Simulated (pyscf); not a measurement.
Structures and frequencies: ωB97X-D3(BJ)/def2-SVP in PySCF. MP2 and CC: frozen core, UHF for open shells. ΔMP2 is the change of the MP2 total energy from the triple- to the quadruple-zeta basis.

How much does it cost (ΔH, 298 K, CCSD(T)/def2-TZVPP + ΔMP2(QZVPP)) to split H₃Si–SiH₂–O–PH₂ (SMILES [SiH3][SiH2]OP) at its O–Si bond into •H₂Si–SiH₃ + •O–PH₂?

O–Si to •H₂Si–SiH₃ + •O–PH₂: 365.7 kJ/mol. H₃Si–SiH₂–O–PH₂ lies 135.0 kJ/mol over its isomer H₃Si–O–SiH₂–PH₂, and others may lie lower still (electronic energy, ωB97M-D3(BJ)). •O–PH₂ lies 34.7 kJ/mol over its isomer HO–PH•, and others may lie lower still (electronic energy, ωB97M-D3(BJ)). Other isomers of •H₂Si–SiH₃ were not searched in full and may lie lower. The CCSD(T) − MP2 part came from Ansatz, without density fitting, on the same reference.
